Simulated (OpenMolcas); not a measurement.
A calculation on Ge²⁺.

```yaml
Program: OpenMolcas
Method: CASSCF
Basis: ANO-RCC-VTZP [6s5p3d1f]
Scalar_Hamiltonian: DKH2, point nucleus
Active_space: 2 electrons in 4 orbitals (4s 4p)
State_averaging: 2S+1 = 3 even, 3 roots; 2S+1 = 1 even, 7 roots; 2S+1 = 3 odd, 3 roots; 2S+1 = 1 odd, 3 roots
Spin-orbit_coupling: state interaction with AMFI integrals over the reference wave functions, term energies averaged over their components
```

Question: Which level of the active space comes out lowest?

Answer: 4s2 1S0, with 100 % of that term; it is also the measured ground level.

Question: How high does 4p2 1D2 lie?

Answer: 156513 cm-1 above the lowest level; measured 144975 cm-1 above the ground level, so the calculation is off by +8 %.

Question: How high does 4s 4p 3P* 0 lie?

Answer: 58094 cm-1 above the lowest level; measured 61734 cm-1 above the ground level, so the calculation is off by -6 %.

Question: How high does 4p2 3P0 lie?

Answer: 144281 cm-1 above the lowest level; measured 147685 cm-1 above the ground level, so the calculation is off by -2 %.

Measured values: Sugar and Musgrove, J. Phys. Chem. Ref. Data 22, 1213 (1993).

The ¹D term of p² mixes with s d, which this space lacks. Measured partners are found by configuration, term and J. A level has none where our copy of the source lacks it or the pairing is in doubt (some pairs that miss far off the trend of their configuration count as doubtful), and it then counts in no deviation. Levels of configurations outside the active space are missing.

* marks odd parity.
